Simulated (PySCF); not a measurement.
How methods differ on the excitation energy of Rh⁺

Rh⁺ [Kr] 4d8 (3F) → Rh⁺ [Kr] 4d7 5s1 (5F), as a difference of total energies. Calculation: PySCF 2.14, in aug-cc-pVTZ-PP with ECP28MDF (6s6p5d3f2g, 88 functions); scalar relativity through the core potential. Correlated levels: valence: 4s2 4p6 frozen. The calculations carry no spin-orbit coupling.

| method | excitation energy (eV) | error (eV) |
| --- | --- | --- |
| UHF | 1.287 | -0.839 |
| LDA | 1.870 | -0.256 |
| PBE | 1.861 | -0.265 |
| PBE0 | 1.905 | -0.221 |
| r2SCAN | 1.688 | -0.438 |
| B2PLYP | 2.024 | -0.102 |
| wB97M-V | 2.243 | +0.117 |
| r2SCAN0 | 1.769 | -0.357 |
| M06-L | 1.868 | -0.258 |
| MP2 (valence) | 2.124 | -0.002 |
| SCS-MP2 (valence) | 2.445 | +0.319 |

Reference: 2.126 eV (measured; NIST levels, between the centres of gravity of the two terms).

Errors of the correlated levels include the incompleteness of this basis and the frozen core.
